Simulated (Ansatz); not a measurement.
Level of theory: frozen-core CCSD(T)/def2-TZVPP // CAM-B3LYP-D3(BJ)/def2-TZVP in Ansatz (a first-principles code).

Ansatz 0.2 input:
```yaml
crystal:
  periodic: [false, false, false]
  atoms:
    - { symbol: C, position_ang: [-0.984151, -0.11555, 0.029941] }
    - { symbol: Ge, position_ang: [0.866576, 0.101745, -0.026361] }
    - { symbol: H, position_ang: [-1.654751, 0.709384, -0.179955] }
    - { symbol: H, position_ang: [-1.431815, -1.071787, 0.273833] }
    - { symbol: H, position_ang: [1.761202, -1.08326, 0.275177] }
    - { symbol: H, position_ang: [1.442941, 1.459468, -0.372638] }
basis:
  gaussian: { orbitals: def2-TZVPP }
correlation:
  method: ccsd_t
total_charge: 1
magnetization:
  spin_polarized: true
  initial_magnetization: 1
```

Output:

```
Functional definition: HF
810 factors; integrals over basis functions are off by at most 1.2e-3 eV
mean field evaluation 1: about -57556.4893 eV, gradient 2.1e1 eV
mean field evaluation 2: about -57556.4896 eV, gradient 2.1e1 eV
mean field evaluation 4: about -57558.8691 eV, gradient 1.9e0 eV
mean field evaluation 8: about -57558.8940 eV, gradient 1.4e-3 eV
mean field evaluation 16: about -57558.8936 eV, gradient 1.8e-1 eV
mean field evaluation 32: about -57553.9506 eV, gradient 5.4e-4 eV
mean field -57558.89403006 eV, -2115.2503407852 hartree, gradient 1.8e-6 eV, S^2 0.758079; 0 other end points of the search recorded, 0 dependent functions left out
10 core orbitals not correlated
reference -57558.89403006 eV, -2115.2503407852 hartree; 11, 10 occupied and 114, 115 virtual orbitals, 810 factors
second order -10.11739358 eV of doubles, -0.00000000 eV of singles
cycle   1  -10.41012558 eV  change   -2.9e-1 eV  update   7.6e-2
cycle   2  -10.77538408 eV  change   -3.7e-1 eV  update   2.5e-2
cycle   3  -10.82250544 eV  change   -4.7e-2 eV  update   1.3e-2
cycle   4  -10.82023813 eV  change    2.3e-3 eV  update   5.3e-3
cycle   5  -10.82019624 eV  change    4.2e-5 eV  update   2.2e-3
cycle   6  -10.82015381 eV  change    4.2e-5 eV  update   8.5e-4
cycle   7  -10.82019357 eV  change   -4.0e-5 eV  update   2.5e-4
cycle   8  -10.82021631 eV  change   -2.3e-5 eV  update   8.9e-5
cycle   9  -10.82018820 eV  change    2.8e-5 eV  update   3.2e-5
cycle  10  -10.82017401 eV  change    1.4e-5 eV  update   1.1e-5
perturbative correction -0.35720575 eV, -0.0131270691 hartree
Total energy: -57570.07140982 eV, -2115.6611019149 hartree
```

Cost: about 100 core-seconds (a rough figure).
